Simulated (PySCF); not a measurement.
**Simulated characterisation data**

Computed data (PySCF 2.14): couplings computed with B3LYP/pcJ-1 (spin–dipole term left out of most H,H and C,H couplings), shielding tensors at PBE0/pcSseg-1 (GIAO), structure optimised with PBE0-D3(BJ)/def2-SVP. No solvent, non-relativistic, one conformer, fast rotation and ring inversion assumed for equivalent nuclei.

Chemical shifts δ = σref − σ; 1H and 13C against TMS, all at this level. Multiplet labels drop J under 1 Hz and among equivalent protons, and merge close values. Unscaled 3J(H,H) run several per cent high. Vicinal couplings that depend on rotamer populations or ring flexing (ring, CH–CH, X–H and H–F types) are those of the one conformer. One-bond C–F couplings are unscaled and too large by tens of Hz. Shifts are as computed. Against solution values, carbons near 30 ppm lie about +2 ppm off and those near 130 ppm about +5 ppm. Of 1313 compounds with measured shifts, 239 miss one by over three times the rms of a fit or turn the order of signals round; such compounds aren't used in these exercises.

**1.** `FC1=C(OC(F)F)OC[C@H]1F`, C$_{5}$H$_{4}$F$_{4}$O$_{2}$. 1H NMR (600 MHz, computed): δ 6.58 (dd, J = 89.3, 76.4 Hz, 1H), 5.48 (ddd, J = 72.4, 6.8, 1.3 Hz, 1H), 4.37 (ddd, J = 25.4, 13.2, 1.8 Hz, 1H), 4.05 (m, 1H). 13C{1H} NMR (computed): δ 151.3 (m), 129.3 (dd, J = 325.6, 16.9 Hz), 118.2 (dd, J = 344.0, 322.0 Hz), 90.4 (dd, J = 256.5, 16.0 Hz), 73.5 (dd, J = 26.5, 7.0 Hz).

**2.** SMILES O=C1CO[C@@H]1[C@H](F)C(F)(F)F, C$_{5}$H$_{4}$F$_{4}$O$_{2}$. 1H NMR (600 MHz, computed): δ 5.47 (ddd, J = 17.6, 5.9, 1.9 Hz, 1H), 5.30 (ddt, J = 33.4, 5.9, 1.7 Hz, 1H), 5.28 (dd, J = 17.6, 1.8 Hz, 1H), 4.66 (dqd, J = 54.6, 7.3, 1.6 Hz, 1H). 13C{1H} NMR (computed): δ 201.1 (C, d, J = 7.0 Hz), 126.6 (C, qd, J = 349.4, 23.5 Hz), 101.7 (CH, d, J = 23.2 Hz), 94.1 (CH2), 90.0 (CH, dq, J = 244.5, 35.7 Hz).

**3.** `F[C@@H]1C=CO[C@H]1OC(F)(F)F`, C$_{5}$H$_{4}$F$_{4}$O$_{2}$. 1H NMR (600 MHz, computed): δ 6.69 (ddd, J = 5.3, 3.6, 1.2 Hz, 1H), 5.77 (d, J = 20.6 Hz, 1H), 5.53 (td, J = 3.4, 2.4 Hz, 1H), 5.47 (ddd, J = 62.8, 3.1, 1.2 Hz, 1H). 13C{1H} NMR (computed): δ 161.4 (d, J = 11.6 Hz), 127.3 (q, J = 334.9 Hz), 105.2 (d, J = 17.7 Hz), 104.4 (dq, J = 39.5, 2.9 Hz), 99.3 (d, J = 246.0 Hz).
